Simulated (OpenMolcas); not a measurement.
Pt2+ (d8) among equal point charges was computed by CASSCF with the d shell active (OpenMolcas, ANO-RCC-VDZP on the metal). Its lowest spin-free states, and all those of the highest spin:

```
2S+1  Degeneracy  E (cm-1)
   3           1       0.0
   3           1      9372
   3           2      9687
   1           1     13290
   1           1     13970
   3           2     15516
   3           1     16032
   1           2     22265
   1           1     22496
   1           1     22718
   3           2     25825
   3           1     26052
```

**Question.** Is the site octahedral, tetrahedral or cube-like, axial, or of lower symmetry?

**Answer.** The states with 2S+1 = 3 have orbital degeneracies 1, 1, 2, 2, 1, 2, 1. There are pairs but no triples, so the site is axial: not cubic, but with a proper or improper axis of order three or more. The run had Pt2+ among 6 point charges of -1.7 e arranged as a tetragonal octahedron (D4h), 2.11 Å from the ion, with the axial distance 2.068 Å.

Without dynamic correlation the repulsion within the d shell is too large (B by tens of per cent), so at a given field states of lower spin stand too high. Real 4d8 and 5d8 ions are as a rule square planar and diamagnetic. Point charges give a weaker field than real ligands, and real ions of this kind are as a rule low spin; the high spin found here belongs to the model. Point charges carry no covalency, so the field is a model and not that of real ligands. No measured value stands beside these numbers.
